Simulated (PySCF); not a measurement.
PySCF 2.14 output of an unrestricted PBEsol calculation on a single atom or ion in ANO-RCC-VTZP, with the spin-free X2C one-electron Hamiltonian (Gaussian nucleus):

```
SCF conv_tol = 1e-09
number electrons alpha = 14  beta = 10
    J. P. Perdew, A. Ruzsinszky, G. I. Csonka, O. A. Vydrov, G. E. Scuseria, L. A. Constantin, X. Zhou, and K. Burke.,  Phys. Rev. Lett. 100, 136406 (2008)
    J. P. Perdew, A. Ruzsinszky, G. I. Csonka, O. A. Vydrov, G. E. Scuseria, L. A. Constantin, X. Zhou, and K. Burke.,  Phys. Rev. Lett. 100, 136406 (2008)
cycle= 1 E= -1049.40255337607  delta_E= -0.0198  |g|= 0.0842  |ddm|= 0.256
cycle= 2 E= -1049.39932183324  delta_E= 0.00323  |g|= 0.141  |ddm|= 0.233
cycle= 3 E= -1049.40435417354  delta_E= -0.00503  |g|= 0.00538  |ddm|= 0.139
cycle= 4 E= -1049.40436680016  delta_E= -1.26e-05  |g|= 0.000699  |ddm|= 0.0131
cycle= 5 E= -1049.40436819379  delta_E= -1.39e-06  |g|= 0.00047  |ddm|= 0.00651
cycle= 6 E= -1049.40436846437  delta_E= -2.71e-07  |g|= 3.44e-05  |ddm|= 0.00326
cycle= 7 E= -1049.40436846842  delta_E= -4.05e-09  |g|= 8.51e-06  |ddm|= 0.000548
cycle= 8 E= -1049.40436846845  delta_E= -2.89e-11  |g|= 2.11e-06  |ddm|= 1.43e-05
converged SCF energy = -1049.40436846845  <S^2> = 6.0101648  2S+1 = 5.0040643
```

The run itself started from symmetry-adapted Hartree-Fock orbitals and held the occupation by maximum overlap, on a logarithmic radial grid, so the iterations belong to that start.

Which element, charge and spin multiplicity is this?

Cr (chromium, neutral), multiplicity 5; the state was [Ar] 3d4 4s2, high-spin 5D determinant (an excited configuration).
